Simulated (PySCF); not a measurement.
**LiSe⁻: energy against distance**

Set-up: Li aug-cc-pVDZ-DK, Se aug-cc-pVDZ-DK; spin-free X2C with a Gaussian nucleus (PySCF 2.14). Energies in eV from Li + Se⁻ in their ground configurations at the same level. All curves are PBE0. state 1: ¹Σ⁺ (singlet), closed shell; state 2: ³Π (triplet), unpaired electrons σ ↑, π ↑, a second solution, started from another occupation; state 3: Ms = 0 determinant of mixed spin (⟨S²⟩ near 1.0), unpaired electrons σ ↓, π ↑, a second solution, started from another occupation; state 4: ³Σ⁺ (triplet), unpaired electrons σ ↑↑, a second solution, started from another occupation.

```csv
R (Å),state 1,state 2,state 3,state 4
1.887,-1.613,-0.505,-0.491,-0.1390
1.975,-1.895,-0.911,-0.899,-0.4509
2.062,-2.054,-1.188,-1.177,-0.6633
2.128,-2.111,-1.331,-1.320,-0.7734
2.194,-2.128,-1.430,-1.420,-0.8508
2.260,-2.112,-1.495,-1.485,-0.9025
2.348,-2.051,-1.540,-1.530,-0.9405
2.457,-1.932,-1.547,-1.538,-0.9521
2.589,-1.749,-1.508,-1.498,-0.9313
2.764,-1.473,-1.409,-1.399,-0.8704
```

Put a parabola through the three lowest points of the state 1 curve and estimate Re, k and ωe (reduced mass 6.45 u; 1 eV/Å² = 0.16022 mdyn/Å; ωe = 1302.8·√(k/μ) cm⁻¹).

Through R = 2.128, 2.194, 2.26 Å the second-order coefficient is 3.79 eV/Å², so Re ≈ 2.195 Å, k ≈ 1.21 mdyn/Å and ωe ≈ 565 cm⁻¹. A polynomial fit of higher order to the unrounded PBE0 energies gives Re = 2.191 Å, k = 1.21 mdyn/Å, ωe = 564 cm⁻¹; anharmonicity and rounding make the difference.

The higher-order fit for each curve: state 1: Re = 2.191 Å, ωe = 564 cm⁻¹, De = 2.13 eV; state 2: Re = 2.418 Å, ωe = 386 cm⁻¹, minimum 1.55 eV below the ground-state fragments; state 3: Re = 2.419 Å, ωe = 387 cm⁻¹, minimum 1.54 eV below the ground-state fragments; state 4: Re = 2.442 Å, ωe = 315 cm⁻¹, minimum 0.95 eV below the ground-state fragments.

For an ion De counts to the pair picked by the measured ionisation energies or electron affinities, which need not be the lowest pair at this level. Counting both spins, an empty level lies below a filled one in some of these solutions, because spin and occupation are held. The highest Kohn–Sham level is positive in this anion. Much of that is self-interaction error, but it also means that the finite basis helps to hold the extra electron.
